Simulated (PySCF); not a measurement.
Ionisation energy of Cd(28+) by level of theory

Cd(28+) [Ar] 3d2 (3F) → Cd(29+) [Ar] 3d1 (2D), as a difference of total energies. Computed with PySCF 2.14 in an uncontracted even-tempered set (18 s from 3.9 bohr⁻², ratio 2.5; 12 p from 5 bohr⁻², ratio 2.5; 8 d from 5 bohr⁻², ratio 2.5; 4 f from 18 bohr⁻², ratio 2.7; 3 g from 26 bohr⁻², ratio 2.7), with scalar relativity by spin-free X2C-1e. Correlated levels: outer shells: [Ne] frozen; virtual orbitals above 40 to 60 times the deepest correlated orbital energy dropped. The calculations carry no spin-orbit coupling.

```tsv
method	ionisation energy (eV)
UHF	1555.0
LDA	1554.7
PBE	1555.1
PBE0	1555.5
r2SCAN	1556.6
MN15	1547.5
BHandHLYP	1555.9
MP2 (outer shells)	1554.8
SCS-MP2 (outer shells)	1554.8
```

A first-order spin-orbit estimate (lowest level to lowest level, LS coupling) adds 1.630 eV.

Breit and QED terms and the two-electron picture change are absent.

For comparison: 1558 ± 4 eV (theoretical estimate listed by NIST; NIST Atomic Spectra Database, ionization energies).
